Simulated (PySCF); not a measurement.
# Two-component Hartree-Fock for Ho⁺ (holmium, charge +1)

Start: [Xe] 4f11 6s1; 4f5/2 filled at m_j = -5/2, -3/2, -1/2, +1/2, +3/2, +5/2; 4f7/2 filled at m_j = -1/2, +1/2, +3/2, +5/2, +7/2; 6s1/2 filled at m_j = +1/2. Calculated with PySCF 2.14 in x2c-QZVPPall-2c (16s16p12d6f4g1h, 213 functions): generalised Hartree-Fock with the X2C-1e Hamiltonian and a Gaussian nucleus; one run each with spin-orbit coupling (SO) switched off, then screened by Boettger's factors.

```json
{"spinor shell": "1s1/2", "electrons": "2", "ε, spin-free (eV)": "-55905.9", "ε, screened SO (eV)": "-55893.9", "weight of nominal j (screened SO)": "1.000", "rms radius, screened SO (bohr)": "0.0236"}
{"spinor shell": "2s1/2", "electrons": "2", "ε, spin-free (eV)": "-9483.0", "ε, screened SO (eV)": "-9479.2", "weight of nominal j (screened SO)": "1.000", "rms radius, screened SO (bohr)": "0.0952"}
{"spinor shell": "2p1/2", "electrons": "2", "ε, spin-free (eV)": "-8398.2", "ε, screened SO (eV)": "-9004.6", "weight of nominal j (screened SO)": "1.000", "rms radius, screened SO (bohr)": "0.0814"}
{"spinor shell": "2p3/2", "electrons": "4", "ε, spin-free (eV)": "-8398.2", "ε, screened SO (eV)": "-8142.5", "weight of nominal j (screened SO)": "1.000", "rms radius, screened SO (bohr)": "0.0881"}
{"spinor shell": "3s1/2", "electrons": "2", "ε, spin-free (eV)": "-2176.2", "ε, screened SO (eV)": "-2175.0", "weight of nominal j (screened SO)": "1.000", "rms radius, screened SO (bohr)": "0.245"}
{"spinor shell": "3p1/2", "electrons": "2", "ε, spin-free (eV)": "-1838.1", "ε, screened SO (eV)": "-1967.3", "weight of nominal j (screened SO)": "1.000", "rms radius, screened SO (bohr)": "0.236"}
{"spinor shell": "3p3/2", "electrons": "4", "ε, spin-free (eV)": "-1838.1", "ε, screened SO (eV)": "-1782.9", "weight of nominal j (screened SO)": "1.000", "rms radius, screened SO (bohr)": "0.250"}
{"spinor shell": "3d3/2", "electrons": "4", "ε, spin-free (eV)": "-1407.2", "ε, screened SO (eV)": "-1431.1", "weight of nominal j (screened SO)": "0.999", "rms radius, screened SO (bohr)": "0.223"}
{"spinor shell": "4s1/2", "electrons": "2", "ε, spin-free (eV)": "-460.25", "ε, screened SO (eV)": "-459.88", "weight of nominal j (screened SO)": "1.000", "rms radius, screened SO (bohr)": "0.552"}
{"spinor shell": "4p1/2", "electrons": "2", "ε, spin-free (eV)": "-346.49", "ε, screened SO (eV)": "-376.64", "weight of nominal j (screened SO)": "0.997", "rms radius, screened SO (bohr)": "0.566"}
{"spinor shell": "4p3/2", "electrons": "4", "ε, spin-free (eV)": "-346.49", "ε, screened SO (eV)": "-333.45", "weight of nominal j (screened SO)": "0.999", "rms radius, screened SO (bohr)": "0.597"}
{"spinor shell": "4d3/2", "electrons": "4", "ε, spin-free (eV)": "-189.70", "ε, screened SO (eV)": "-196.73", "weight of nominal j (screened SO)": "0.952", "rms radius, screened SO (bohr)": "0.640"}
{"spinor shell": "4d5/2", "electrons": "6", "ε, spin-free (eV)": "-189.70", "ε, screened SO (eV)": "-184.74", "weight of nominal j (screened SO)": "0.968", "rms radius, screened SO (bohr)": "0.650"}
{"spinor shell": "5s1/2", "electrons": "2", "ε, spin-free (eV)": "-67.564", "ε, screened SO (eV)": "-67.510", "weight of nominal j (screened SO)": "1.000", "rms radius, screened SO (bohr)": "1.39"}
{"spinor shell": "5p1/2", "electrons": "2", "ε, spin-free (eV)": "-38.385", "ε, screened SO (eV)": "-42.451", "weight of nominal j (screened SO)": "0.990", "rms radius, screened SO (bohr)": "1.56"}
{"spinor shell": "5p3/2", "electrons": "4", "ε, spin-free (eV)": "-38.385", "ε, screened SO (eV)": "-36.664", "weight of nominal j (screened SO)": "0.995", "rms radius, screened SO (bohr)": "1.68"}
{"spinor shell": "4f5/2", "electrons": "6", "ε, spin-free (eV)": "-20.143", "ε, screened SO (eV)": "-20.982", "weight of nominal j (screened SO)": "0.708", "rms radius, screened SO (bohr)": "0.918"}
{"spinor shell": "4f7/2", "electrons": "5", "ε, spin-free (eV)": "-20.143", "ε, screened SO (eV)": "-19.019", "weight of nominal j (screened SO)": "0.704", "rms radius, screened SO (bohr)": "0.944"}
{"spinor shell": "6s1/2", "electrons": "1", "ε, spin-free (eV)": "-10.965", "ε, screened SO (eV)": "-10.969", "weight of nominal j (screened SO)": "1.000", "rms radius, screened SO (bohr)": "4.13"}
```

Task: Where does 3d5/2 lie, and what is the 3d spin-orbit splitting (screened SO)?

Result: At -1390.1 eV, 40.956 eV above 3d3/2.

```
   quantity     spin-free   screened SO
E (hartree)  -12607.06111  -12616.98871
        M_J             8             8
       ⟨J²⟩        72.011        72.012
       ⟨L²⟩        42.007        42.396
       ⟨S²⟩         6.004         6.006
```

Each row is a mean over spinors that exchange with the open shell spreads, by up to 14.225 eV (4d5/2).

Rows whose weight is well below 1 are mixtures of j = l ± 1/2: exchange outweighs spin-orbit coupling there, and the label is only the starting occupation.

Breit and QED terms are absent; they matter most for the inner s and p1/2 levels.

Densities and radii are taken from the X2C orbitals without a picture-change correction, which distorts them close to the nucleus.

Without spin-orbit coupling the j labels of p, d and f shells carry no meaning; the spin-free column gives the mean over the occupied spinors of each nl shell.
